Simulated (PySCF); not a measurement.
Calculation: TPSSh-D3(BJ)/def2-TZVP // B3LYP-D3(BJ)/def2-TZVP run with PySCF. Gas-phase values, no solvent. One relaxed conformer stands for a flexible species; it need not be the lowest. Excitations are Tamm–Dancoff values on a coarser integration grid. The basis has no diffuse functions, so Rydberg states are missing or too high.

Reference species (SMILES): `C(/C=C(\C)F)#C` (neutral, multiplicity 1).

The S1 oscillator strength comes out as 0.000 and the HOMO–LUMO gap comes out as 5.12 eV. The S1 excitation (TDA) is 5.63 eV and the LUMO is -1.08 eV.

Changed species: `C#C/C=C\CF`.

Q: Give the shifts of the S1 oscillator strength, HOMO–LUMO gap, S1 excitation (TDA) and LUMO.

A: the S1 oscillator strength stays essentially unchanged; the HOMO–LUMO gap falls by 0.06 eV, to 5.06 eV; the S1 excitation (TDA) falls by 0.41 eV, to 5.22 eV; the LUMO decreases by 0.56 eV, to -1.64 eV.
